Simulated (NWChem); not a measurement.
System: CH₃ClOSi; SMILES Cl[SiH2]C=O

```xyz
7

O      0.1880    -2.6028     0.0000
C      0.6160    -1.4633     0.0000
Si    -0.6659    -0.0036     0.0000
Cl     0.3187     1.8327     0.0000
H      1.7324    -1.2487     0.0000
H     -1.5137    -0.1271    -1.2310
H     -1.5137    -0.1271     1.2310
```
Atoms are numbered in this order, from 1.

The geometry was optimised at PBE-D3(BJ)/def2-SVP.

Symmetry labels are those of Cs in the frame above (b1 and b2, or b-type labels, depend on it).

List the 6 lowest vertical singlet excitations from PBE/aug-cc-pVDZ, full TDDFT (NWChem).


```
state  energy (eV)  oscillator strength  symmetry  leading excitation (squared amplitude)
-----  -----------  -------------------  --------  --------------------------------------
S1            3.06                0.001        a"                      HOMO → LUMO (1.00)
S2            4.68                0.004        a'                    HOMO−1 → LUMO (0.98)
S3            4.91                0.006        a'                    HOMO → LUMO+1 (0.98)
S4            5.02                0.000        a"                    HOMO−2 → LUMO (1.00)
S5            5.52                0.004        a'                    HOMO → LUMO+2 (0.98)
S6            5.83                0.090        a'                    HOMO → LUMO+3 (0.92)
```
